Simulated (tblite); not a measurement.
C₆H₁₀FN.
Atom-mapped SMILES: `[CH2:1]=[N:2][CH2:3][C@@H:4]1[CH2:5][CH2:6][C@@H:7]1[F:8]` (hydrogens: H9, H10 on C1; H11, H12 on C3; H13 on C4; H14, H15 on C5; H16, H17 on C6; H18 on C7)

Computed with GFN2-xTB (tblite), gas phase: Langevin dynamics at 400 K from the optimised GFN2-xTB geometry, time step 0.5 fs, friction 0.01 fs⁻¹, 2000 steps. The instantaneous temperature is 2·E(kin)/(3Nk) with all 3N coordinates.

```tsv
t (fs)	T (K)	E(pot) above start (eV)	C1=N2 (Å)	N2–C3 (Å)	C3–C4 (Å)	C4–C5 (Å)	C5–C6 (Å)	C1–H9 (Å)	C1–N2–C3–C4 (°)
0	339	0.000	1.249	1.432	1.529	1.541	1.537	1.080	125
50	298	0.427	1.232	1.459	1.542	1.572	1.532	1.092	122
100	358	0.633	1.284	1.435	1.522	1.526	1.557	1.131	108
150	452	0.594	1.225	1.393	1.547	1.561	1.559	1.054	109
200	413	0.771	1.223	1.440	1.498	1.577	1.541	1.095	127
250	433	0.803	1.291	1.447	1.507	1.552	1.567	1.047	154
300	436	0.953	1.239	1.435	1.538	1.543	1.607	1.085	140
350	379	1.039	1.257	1.509	1.534	1.557	1.545	1.092	129
400	483	0.855	1.276	1.398	1.666	1.506	1.547	1.096	113
450	297	0.868	1.260	1.432	1.544	1.569	1.496	1.057	109
500	412	0.817	1.249	1.406	1.535	1.599	1.526	1.146	83
550	437	0.852	1.269	1.466	1.579	1.520	1.581	1.084	98
600	471	0.878	1.220	1.458	1.542	1.517	1.506	1.059	114
650	435	0.734	1.254	1.483	1.498	1.498	1.610	1.107	129
700	339	0.883	1.223	1.483	1.493	1.487	1.477	1.089	153
750	343	0.800	1.262	1.471	1.538	1.500	1.555	1.061	138
800	319	0.692	1.239	1.406	1.546	1.515	1.532	1.072	103
850	259	0.927	1.274	1.475	1.481	1.566	1.554	1.109	99
900	396	0.860	1.255	1.450	1.567	1.524	1.514	1.068	100
950	354	0.603	1.244	1.506	1.553	1.499	1.528	1.132	105
1000	438	0.750	1.288	1.424	1.588	1.595	1.532	1.064	121
```

**Question.** From 500 fs on, how do temperature and potential energy compare with equipartition?

**Answer.** The mean temperature of these 11 frames is 382 K against the target 400 K, and the mean potential energy 0.80 eV against 48 × kT/2 = 0.83 eV for 48 classical harmonic modes. For 18 atoms in a canonical ensemble the temperature itself scatters by T·√(2/(3N)) = 77 K; here its standard deviation is 61 K. The whole run lasts only 10 friction times of 100 fs, so these averages carry a wide statistical error.

**Question.** What are the kinetic and total energies of the listed frame with the highest potential energy?

**Answer.** The one at 350 fs, 1.039 eV above the start. Its kinetic energy is 3NkT/2 = 0.883 eV at 379 K, so the sum is 1.92 eV; over the listed frames the sum runs from 0.79 to 1.98 eV, since the thermostat adds and removes energy.

**Question.** How much do the listed bonds fluctuate from 500 fs on?

**Answer.** 
```tsv
bond	at the start (Å)	mean (Å)	standard deviation (Å)
C1=N2	1.249	1.252	0.020
N2–C3	1.432	1.457	0.031
C3–C4	1.529	1.538	0.033
C4–C5	1.541	1.529	0.038
C5–C6	1.537	1.538	0.035
C1–H9	1.080	1.090	0.028
```

The motion is classical and holds no zero-point motion.

The cost below is that of the whole dynamics run. The run took about 30 s of CPU time (one thread, shared machine).
